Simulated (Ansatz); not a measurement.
Program: Ansatz. Geometries: PBE0-D4/def2-TZVP. ΔE: electronic, gas phase. CBS: MP2 limit from def2 TZ/QZ plus the TZ coupled-cluster correction, frozen cores. This one scheme is used for every species, atoms too. For atomizations the MP2-based limit and the directly extrapolated one differ by several kJ/mol either way, and by 10 to 25 for some Ge, Se and Sn compounds, so smaller differences from it don't rank the levels. Functionals use def2-TZVPP. Open shells (•) are unrestricted, without spin–orbit coupling. Spin–orbit coupling would lower the free atoms: a little for C, S; strongly for Sn. Elements past krypton have def2 core potentials. Bonds to Sn are less sure, by a few kJ/mol each and by 10 to 20 or more in all where they break to atoms, as the def2 sets lack core-valence functions. One conformer a species, not always the lowest.

Consider the atomization: `PS[CH2][SnH3]` → C• + 7 H• + P• + S• + Sn•.

| species | LDA (SPW92) energy (Eh) |
| --- | --- |
| `PS[CH2][SnH3]` | -992.78700 |
| C• | -37.46560 |
| H• | -0.47838 |
| P• | -339.98362 |
| S• | -396.72067 |
| Sn• | -213.90262 |

Problem. Work out ΔE.

Solution. ΔE = 7 × (-0.47838) + (-37.46560) + (-339.98362) + (-396.72067) + (-213.90262) − (-992.78700) = 1.36583 Eh = +37.17 eV. CCSD(T)/CBS gives +32.54 eV.

Largest T1 diagnostic among the species: 0.013.

Leaving LDA and LC-ωPBE aside and taking each functional with its dispersion term where it has one, the values, not all of them listed here, spread over 1.33 eV, from BHLYP-D4 to B97M-V. LDA lies +4.80 eV from PBE without D4, its usual overbinding. The D4 term adds +0.51 eV with B3LYP and +0.27 eV with PBE0; it sums over pairs of atoms, weighted by their polarisabilities, and B3LYP, whose exchange is more repulsive, gets the larger term. In def2-TZVPP, CCSD(T) changes the Hartree–Fock value by +9.02 eV (the triples alone add +0.52 eV) and MP2 by +8.70 eV; breaking electron pairs costs correlation energy, which Hartree–Fock lacks.

B3LYP here is the variant with VWN-RPA as its local correlation; programs differ in this.
